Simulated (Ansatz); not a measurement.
Species: SnBr, net charge 1, singlet state. 
Structure (B3LYP-D3(BJ)/def2-TZVP (Ansatz, a program for electronic structure) minimum search):
```
Sn
Br 1 2.4229
```
Charge +1, spin multiplicity 1.

Total electronic energies in hartree. Correlated levels leave the core frozen unless marked. Spin-orbit coupling is left out. Frozen are the shells of the preceding noble gas and the d and f shells that filled before the atom's block. In def2 rows, elements after Kr have scalar-relativistic effective core potentials. Basis-set limits of correlation are two-point, X^-3; Hartree-Fock from the larger set. The bracket is a focal-point correction in the basis named.

```csv
level,program,energy (Eh)
HF/def2-SVPD,Ansatz,-2785.25732
HF/def2-QZVPPD,Ansatz,-2785.62872
RI-HF/def2-QZVPPD,Ansatz,-2785.62862
BLYP/def2-TZVPD,Ansatz,-2788.22912
revPBE-D3(BJ)/def2-TZVPD,Ansatz + dftd3,-2788.07578
B97M-V/def2-TZVPD,Ansatz,-2787.77513
PBE0-D4/def2-TZVP,Ansatz + dftd4,-2787.94709
PBE0-D4/def2-TZVPD,Ansatz + dftd4,-2787.94743
HSE06-D3(BJ)/def2-TZVPD,Ansatz + dftd3,-2787.95116
HSE06/def2-TZVPD,Ansatz,-2787.94963
CAM-B3LYP-D3(BJ)/def2-TZVPD,Ansatz + dftd3,-2788.34491
LC-wPBE-D3(BJ)/def2-TZVPD,Ansatz + dftd3,-2787.89777
LC-wPBE/def2-TZVPD,Ansatz,-2787.89579
B2GP-PLYP-D3(BJ)/def2-TZVPD,Ansatz + dftd3,-2787.32870
B2GP-PLYP-D4/def2-TZVPD,Ansatz + dftd4,-2787.32471
RPA@PBE/def2-QZVPP,Ansatz,-2786.00829
"MP2/CBS(def2-TZVPPD,def2-QZVPPD)",Ansatz,-2785.8795
"RI-MP2/CBS(def2-TZVPP,def2-QZVPP)",Ansatz,-2785.8795
CCSD/def2-TZVPP,Ansatz,-2785.81265
CCSD(T)/def2-TZVPP,Ansatz,-2785.82362
CCSD(T)/def2-QZVPPD,Ansatz,-2785.89609
"RI-MP2/CBS(def2-TZVPP,def2-QZVPP)+[CCSD(T)-MP2]/def2-QZVPP",Ansatz,-2785.9117
"CCSD(T)/CBS(def2-TZVPPD,def2-QZVPPD)",Ansatz,-2785.9113
```

Totals of different functionals don't rank their quality; only differences between species are comparable.
